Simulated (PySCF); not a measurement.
Bond length, frequency and bond energy of SiSn by level of theory

State: ³Σ⁻ (triplet), unpaired electrons π ↑↑. Set-up: PySCF, spin-free X2C with a Gaussian nucleus, basis sets Si x2c-SVPall, Sn x2c-SVPall. De refers to Si + Sn in their high-spin ground configurations, without counterpoise correction. The functionals are run spin-unrestricted. A positive dipole means Si(−)Sn(+).

```json
{"Level": "UHF", "Re (Å)": "2.476", "ωe (cm⁻¹)": "398", "De (eV)": "1.14", "μ (D)": "0.93"}
{"Level": "UHF-MP2", "Re (Å)": "2.520", "ωe (cm⁻¹)": "354", "De (eV)": "2.23", "μ (D)": "n/a"}
{"Level": "UHF-SCS-MP2", "Re (Å)": "2.511", "ωe (cm⁻¹)": "363", "De (eV)": "2.03", "μ (D)": "n/a"}
{"Level": "UHF-CCSD", "Re (Å)": "2.522", "ωe (cm⁻¹)": "358", "De (eV)": "2.09", "μ (D)": "n/a"}
{"Level": "UHF-CCSD(T)", "Re (Å)": "2.537", "ωe (cm⁻¹)": "344", "De (eV)": "2.25", "μ (D)": "n/a"}
{"Level": "PBE", "Re (Å)": "2.554", "ωe (cm⁻¹)": "332", "De (eV)": "3.03", "μ (D)": "0.94"}
{"Level": "PW91", "Re (Å)": "2.552", "ωe (cm⁻¹)": "332", "De (eV)": "3.05", "μ (D)": "0.91"}
{"Level": "r²SCAN", "Re (Å)": "2.525", "ωe (cm⁻¹)": "349", "De (eV)": "2.84", "μ (D)": "0.91"}
{"Level": "M06-L", "Re (Å)": "2.540", "ωe (cm⁻¹)": "345", "De (eV)": "3.18", "μ (D)": "1.38"}
{"Level": "PBE0", "Re (Å)": "2.514", "ωe (cm⁻¹)": "358", "De (eV)": "2.78", "μ (D)": "0.97"}
{"Level": "B97-3", "Re (Å)": "2.532", "ωe (cm⁻¹)": "350", "De (eV)": "2.78", "μ (D)": "1.04"}
```

The bond length runs from 2.476 Å (UHF) to 2.554 Å (PBE). De spans 1.14 eV (UHF, mean field) to 3.18 eV (M06-L, meta-GGA). Correlation at CCSD(T) changes the Hartree–Fock bond energy by +1.11 eV; the triples alone change it by +0.16 eV.

Correlated steps freeze 23 core orbitals. Correlated levels converge slowly with the basis: in double zeta they bind strong bonds too weakly, by up to about 1 eV, and carry superposition errors of some tenths. These are scalar-relativistic numbers at best; spin–orbit coupling would shift them, the dissociation energy most. The state is the lowest determinant that a PBE0 search found; another state may lie lower at other levels.

The whole job (state search and all levels along the bond) took about 2.8 min on 1 thread of Arm Neoverse V2 (shared host), peak memory 0.62 GiB.
